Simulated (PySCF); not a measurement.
How methods differ on the excitation energy of P

P [Ne] 3s2 3p3 (4S) → P [Ne] 3s1 3p4 (4P), as a difference of total energies. All numbers are calculated (PySCF 2.14, scalar relativity by spin-free X2C-1e, in aug-cc-pVDZ-DK (5s4p2d, 27 functions)). Correlated levels: valence: [Ne] frozen. The calculations carry no spin-orbit coupling.

```json
{"method": "UHF", "excitation energy (eV)": "8.046", "error (eV)": "+0.651"}
{"method": "MP2 (valence)", "excitation energy (eV)": "8.082", "error (eV)": "+0.687"}
{"method": "SCS-MP2 (valence)", "excitation energy (eV)": "8.081", "error (eV)": "+0.686"}
{"method": "CCSD (valence)", "excitation energy (eV)": "7.641", "error (eV)": "+0.246"}
{"method": "CCSD(T) (valence)", "excitation energy (eV)": "7.546", "error (eV)": "+0.151"}
{"method": "CCSDT (valence)", "excitation energy (eV)": "7.522", "error (eV)": "+0.127"}
```

Reference: 7.395 eV (measured; NIST levels, between the centres of gravity of the two terms).

Errors of the correlated levels include the incompleteness of this basis and the frozen core.

The coupled-cluster amplitudes are large for the upper state (T1 above 0.03 or a double amplitude above 0.15), so a single reference is strained.
